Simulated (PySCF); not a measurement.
Compound: C2H9B2N.
Structure used (PBE0-D3(BJ)/def2-SVP), in Å, numbered top down from 1:
```xyz
14
C2H9B2N angstrom
B      2.466    0.216    0.914
N      1.101    0.166    0.540
B      0.493    0.829   -0.568
C     -1.042    0.711   -0.880
C     -1.890   -0.172    0.026
H      2.834   -0.396    1.891
H      3.233    0.870    0.251
H      0.488   -0.396    1.125
H      1.212    1.501   -1.273
H     -1.435    1.746   -0.901
H     -1.128    0.391   -1.936
H     -2.952   -0.168   -0.262
H     -1.556   -1.223    0.000
H     -1.845    0.159    1.077
```

Level of theory: PBE0-D3(BJ)/def2-SVP geometry optimisation, gas phase in PySCF 2.14.0.

Masses are those of the commonest isotopes; rigid-rotor values at the optimised geometry. The values belong to one conformer with, in the numbering `[BH2:1][NH:2][BH:3][CH2:4][CH3:5]`, B1–N2–B3–C4 -179°, N2–B3–C4–C5 -1°.

(1) What are A, B and C (MHz)?

(2) Classify the top.

(3) Is it planar, by Δ = Ic − Ia − Ib?

(4) Give the other two planar moments, Paa and Pbb, and the rms extents of the mass along the axes.

(5) Where do the levels up to J = 2 lie, in MHz?

(6) Predict some low-J microwave lines.

## Answers

(1) Ia = 39.29, Ib = 196.73, Ic = 229.80 u·Å²; 505379 MHz·u·Å²/I gives A = 12864, B = 2569, C = 2199 MHz.

(2) A near-prolate asymmetric top. Ray's parameter κ = (2B − A − C)/(A − C) = -0.931; −1 is the prolate and +1 the oblate limit.

(3) Not planar: Δ = Ic − Ia − Ib = -6.21 u·Å². For a rigid frame Δ = −2 Σ m c², so Σ m c² = 3.10 u·Å² lies off the ab plane, practically all of it from hydrogen. The atom farthest from that plane is 0.91 Å away.

(4) Paa = Σ m a² = (Ib + Ic − Ia)/2 = 193.62 and Pbb = Σ m b² = (Ia + Ic − Ib)/2 = 36.18 u·Å². With the mass M = 69.09 u, the rms extents √(P/M) along a, b and c are 1.67, 0.72, 0.21 Å.

(5) Above 0(0,0):
J = 1: 1(0,1) 4768, 1(1,1) 15064, 1(1,0) 15433
J = 2: 2(0,2) 14295, 2(1,2) 24230, 2(1,1) 25339, 2(2,1) 56225, 2(2,0) 56235

(6) The dipole components are |μa| = 1.45 D, |μb| = 0.95 D, |μc| = 0.02 D. The squared components, which scale the intensities, stand as 1.00 : 0.42 : 0.00 (a : b : c). Some lines, for components of 0.1 D or more:

```
type  branch         J(Ka,Kc)    MHz  lower level (cm⁻¹)
   a       Q  2(1,1) ← 2(1,2)   1109               0.808
   a       Q  3(1,2) ← 3(1,3)   2218               1.267
   a       R  2(1,2) ← 1(1,1)   9166               0.502
   a       R  2(1,1) ← 1(1,0)   9906               0.515
   b       Q  3(1,2) ← 3(0,3)  11632               0.953
   a       R  3(0,3) ← 2(0,2)  14265               0.477
   a       R  3(1,2) ← 2(1,1)  14853               0.845
   b       R  1(1,1) ← 0(0,0)  15064               0.000
   b       Q  2(2,1) ← 2(1,2)  31995               0.808
   b       R  2(2,1) ← 1(1,0)  40792               0.515
   b       R  2(2,0) ← 1(1,1)  41172               0.502
   b       Q  3(3,0) ← 3(2,1)  52359               2.354
   b       R  3(3,1) ← 2(2,0)  66702               1.876
```

Stationary, but not proved a minimum. No vibrational averaging or centrifugal distortion is included, and the geometry carries the error of its method. A rigid rotor knows nothing of internal rotation, which can split or shift real lines. Quadrupole hyperfine structure (11B, 14N) is left out.
